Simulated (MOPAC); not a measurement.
MOPAC input (PM3):

```
PM3 1SCF UHF MS=0.5 GEO-OK AUX(PRECISION=9) THREADS=1
H2F2NSi

N    -1.51643700 1   -0.02385100 1    0.34063200 1
Si    0.05434000 1   -0.24481600 1   -0.29945000 1
F     0.98123700 1   -0.76350400 1    0.89919600 1
F     0.57449000 1    1.19346800 1   -0.77454100 1
H    -1.94345500 1   -0.76391000 1    0.87861800 1
H    -2.20378800 1    0.48862600 1   -0.19263700 1
```

Output:

```
 *******************************************************************************
 **                                                                           **
 **                              MOPAC v23.2.5                                **
 **                                                                           **
 *******************************************************************************
 ** MOPAC's Digital Object Identifier: https://doi.org/10.5281/zenodo.6511958 **
 **                                                                           **
 ** Please cite the open-source release paper for use of this MOPAC version:  **
 ** J. E. Moussa and J. J. P. Stewart (2026)                                  **
 ** MOPAC: An open-source semiempirical molecular orbital program             **
 ** J. Open Source Softw., 11(119), 8025, https://doi.org/10.21105/joss.08025 **
 *******************************************************************************

                              PM3 CALCULATION RESULTS

 *******************************************************************************
 *  PM3        - The PM3 Hamiltonian to be used
 *  GEO-OK     - OVERRIDE INTERATOMIC DISTANCE AND OTHER SAFETY CHECKS
 *  UHF        - UNRESTRICTED HARTREE-FOCK CALCULATION
 *  MS=        - IN MECI, MAGNETIC COMPONENT OF SPIN =  0.5
 *  1SCF       - DO 1 SCF AND THEN STOP
 *  AUX        - OUTPUT AUXILIARY INFORMATION
 *******************************************************************************
PM3 1SCF UHF MS=0.5 GEO-OK AUX(PRECISION=9) THREADS=1
 H2F2NSi

   ATOM   CHEMICAL          X               Y               Z
  NUMBER   SYMBOL      (ANGSTROMS)     (ANGSTROMS)     (ANGSTROMS)

     1       N         -1.51643700  *  -0.02385100  *   0.34063200  *
     2      Si          0.05434000  *  -0.24481600  *  -0.29945000  *
     3       F          0.98123700  *  -0.76350400  *   0.89919600  *
     4       F          0.57449000  *   1.19346800  *  -0.77454100  *
     5       H         -1.94345500  *  -0.76391000  *   0.87861800  *
     6       H         -2.20378800  *   0.48862600  *  -0.19263700  *

          CARTESIAN COORDINATES

    NO.       ATOM           X           Y           Z

     1         N         -1.5164     -0.0239      0.3406
     2        Si          0.0543     -0.2448     -0.2995
     3         F          0.9812     -0.7635      0.8992
     4         F          0.5745      1.1935     -0.7745
     5         H         -1.9435     -0.7639      0.8786
     6         H         -2.2038      0.4886     -0.1926

  H: (PM3): J. J. P. STEWART, J. COMP. CHEM. 10, 209 (1989).
  N: (PM3): J. J. P. STEWART, J. COMP. CHEM. 10, 209 (1989).
  F: (PM3): J. J. P. STEWART, J. COMP. CHEM. 10, 209 (1989).
 Si: (PM3): J. J. P. STEWART, J. COMP. CHEM. 10, 209 (1989).

           Empirical Formula: H2 N Si F2  =     6 atoms

      MOLECULAR POINT GROUP   :   Cs

          UHF CALCULATION, NO. OF ALPHA ELECTRONS =   13
                           NO. OF BETA  ELECTRONS =   12

 -------------------------------------------------------------------------------
 PM3 1SCF UHF MS=0.5 GEO-OK AUX(PRECISION=9) THREADS=1
 H2F2NSi

     1SCF WAS SPECIFIED, SO BFGS WAS NOT USED
     SCF FIELD WAS ACHIEVED

                              PM3 CALCULATION
                                                       MOPAC v23.2.5 Linux

          FINAL HEAT OF FORMATION =       -184.01098 KCAL/MOL =    -769.90194 KJ/MOL

          COSMO AREA              =         98.48 SQUARE ANGSTROMS
          COSMO VOLUME            =         84.81 CUBIC ANGSTROMS

          IONIZATION POTENTIAL    =          7.522109 EV
          ALPHA SOMO LUMO (EV)    =         -7.522  0.554
          BETA  SOMO LUMO (EV)    =         -9.592 -1.259
          NO. OF ALPHA ELECTRONS  =         13
          NO. OF BETA  ELECTRONS  =         12
          MOLECULAR WEIGHT        =         82.1048         POINT GROUP:  Cs

          MOLECULAR DIMENSIONS (Angstroms)

            Atom       Atom       Distance
            H     6    F     3     3.59226
            H     5    F     4     3.43606
           Si     2    N     1     0.63881

          SCF CALCULATIONS        =          1

   ATOM   CHEMICAL          X               Y               Z
  NUMBER   SYMBOL      (ANGSTROMS)     (ANGSTROMS)     (ANGSTROMS)

     1       N         -1.51643700  *  -0.02385100  *   0.34063200  *
     2      Si          0.05434000  *  -0.24481600  *  -0.29945000  *
     3       F          0.98123700  *  -0.76350400  *   0.89919600  *
     4       F          0.57449000  *   1.19346800  *  -0.77454100  *
     5       H         -1.94345500  *  -0.76391000  *   0.87861800  *
     6       H         -2.20378800  *   0.48862600  *  -0.19263700  *

                             CARTESIAN COORDINATES

   1    N       -1.516437000    -0.023851000     0.340632000
   2   Si        0.054340000    -0.244816000    -0.299450000
   3    F        0.981237000    -0.763504000     0.899196000
   4    F        0.574490000     1.193468000    -0.774541000
   5    H       -1.943455000    -0.763910000     0.878618000
   6    H       -2.203788000     0.488626000    -0.192637000

           Empirical Formula: H2 N Si F2  =     6 atoms

      MOLECULAR POINT GROUP   :   Cs

          ALPHA EIGENVALUES
 -28.59560 -21.81034 -21.30209 -16.78669 -16.66751 -16.15435 -16.08282 -15.53010
 -15.20891 -15.06242 -13.40725 -10.94187  -7.52211   0.55407   1.47181   1.74940
   4.00288   5.09323

           BETA EIGENVALUES
 -28.47047 -21.71753 -21.11797 -16.73275 -16.38263 -16.13008 -15.91418 -15.29334
 -15.16141 -15.07022 -13.28012  -9.59213  -1.25922   1.08707   2.05152   2.14930
   4.07605   5.15605

              NET ATOMIC CHARGES AND DIPOLE CONTRIBUTIONS

  ATOM NO.   TYPE          CHARGE      No. of ELECS.   s-Pop       p-Pop
    1          N          -0.187818        5.1878     1.39824     3.78958
    2         Si           0.649025        3.3510     1.18530     2.16568
    3          F          -0.289890        7.2899     1.61923     5.67066
    4          F          -0.289890        7.2899     1.61923     5.67066
    5          H           0.059287        0.9407     0.94071
    6          H           0.059287        0.9407     0.94071
 DIPOLE           X         Y         Z       TOTAL
 POINT-CHG.    -1.810    -1.419    -1.219     2.603
 HYBRID        -0.493     0.605     0.828     1.138
 SUM           -2.303    -0.813    -0.391     2.474

          ATOMIC ORBITAL ELECTRON POPULATIONS

     Atom    s        px        py        pz
    1  N   1.39824   1.12806   1.29913   1.36239
    2 Si   1.18530   0.67690   0.73416   0.75462
    3  F   1.61923   1.89500   1.93553   1.84013
    4  F   1.61923   1.93622   1.79789   1.93654
    5  H   0.94071
    6  H   0.94071

                    (SZ)    =    0.500000
                    (S**2)  =    0.766048

          ATOMIC ORBITAL SPIN POPULATIONS

    Atom   Total    s     px     py     pz
         Atomic
    1  N  0.2749 -0.012  0.004  0.111  0.172
    2 Si  0.6529  0.273 -0.018  0.160  0.238
    3  F  0.0455  0.002 -0.002  0.001  0.044
    4  F  0.0455  0.002 -0.003  0.041  0.005
    5  H -0.0094 -0.009
    6  H -0.0094 -0.009

 **********************
 *                    *
 * JOB ENDED NORMALLY *
 *                    *
 **********************

 == MOPAC DONE ==
```

The geometry given is a B3LYP-D3(BJ)/def2-TZVP minimum.
